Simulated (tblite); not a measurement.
C₇H₁₂OSi.
Geometry (GFN2-xTB, Å), atoms numbered from 1 in this order:
```xyz
21
C7H12OSi angstrom
C      1.4754   -1.9257    1.0835
C      1.1959   -0.9036    0.5268
C      0.8739    0.3372   -0.1580
C      2.1721    1.1478   -0.3558
C      0.3914    0.0054   -1.5573
O     -0.5440    0.5090   -2.1086
C     -0.1708    1.1514    0.6095
Si    -1.6873    0.1630    1.2232
C     -2.3253   -1.0834   -0.0522
H      1.7149   -2.8153    1.5854
H      2.8966    0.5827   -0.9398
H      1.9529    2.0807   -0.8714
H      2.6118    1.3747    0.6129
H      1.0278   -0.7446   -2.0687
H     -0.4991    1.9624   -0.0424
H      0.3133    1.6137    1.4710
H     -2.7312    1.1464    1.5437
H     -1.3017   -0.5534    2.4478
H     -2.5752   -0.6013   -0.9925
H     -1.5818   -1.8487   -0.2610
H     -3.2182   -1.5816    0.3137
```

Computed values, GFN2-xTB/tblite, gas phase, harmonic and unscaled. Errors from tens to a few hundred cm⁻¹ against measured bands are possible. Modes of hydrogen on silicon can be 10 to 20 % off. One conformer, not necessarily the lowest.

Harmonic wavenumbers (cm⁻¹): 47.7, 60.7, 76.6, 110.7, 144.5, 165.5, 181.0, 195.0, 210.4, 272.7, 303.4, 344.8, 443.4, 446.3, 475.3, 559.0, 583.5, 661.4, 665.6, 675.1, 700.9, 754.4, 774.8, 810.8, 825.3, 836.8, 850.8, 891.4, 939.6, 988.4, 1071.8, 1096.1, 1210.7, 1240.7, 1280.2, 1372.0, 1377.4, 1398.0, 1465.6, 1485.5, 1486.2, 1488.1, 1491.5, 1791.5, 2205.6, 2216.6, 2283.7, 2751.4, 2982.6, 2994.6, 3024.9, 3027.9, 3031.1, 3036.4, 3041.2, 3045.8, 3394.2.

A = 1635, B = 1153, C = 971.5 MHz; mass 140.066 u (most abundant isotopes); point group C1, symmetry number 1.

Task: Zero-point energy?

Result: ½Σν̃ = 35644 cm⁻¹ = 426.39 kJ/mol.

Task: What is S at 400 K and 1 bar for an ideal gas of classical rigid rotors and harmonic oscillators?

Result: Translation 176.60, rotation 127.31, vibration 218.06: S = 522.0 J/(mol K).

Task: And Cp and H(400 K) − H(0)?

Result: Cp = 240.35 J/(mol K), of which vibrations give 207.09 (their classical limit is 57 R = 473.9); H(400 K) − H(0) = 57.77 kJ/mol without the zero-point energy, 44.47 from vibrations.

Task: What must be added to the electronic energy to get the Gibbs energy at 400 K and 1 bar?

Result: ZPE + [H(400 K) − H(0)] − T·S = 426.39 + 57.77 − 208.79 = 275.37 kJ/mol.

Task: How do the functions run with temperature in this model?

Result: 
```tsv
T (K)	S (J/(mol K))	Cp (J/(mol K))	H − H(0) (kJ/mol)	G − H(0) (kJ/mol)	ln q(vib)
150	350.9	122.5	11.77	-40.87	4.14
250	425.4	173.2	26.56	-79.79	7.71
298.15	457.9	196.4	35.47	-101.07	9.39
600	632.6	305.8	112.80	-266.78	19.30
900	769.8	370.1	214.95	-477.88	28.07
```

q(vib) and H(0) count from the zero-point level.

Hindered rotation and anharmonicity are outside this model. Other conformers, if any are populated, would add a mixing term that is left out. The structure is chiral; the term R ln 2 for an equal mix with its mirror image is left out.
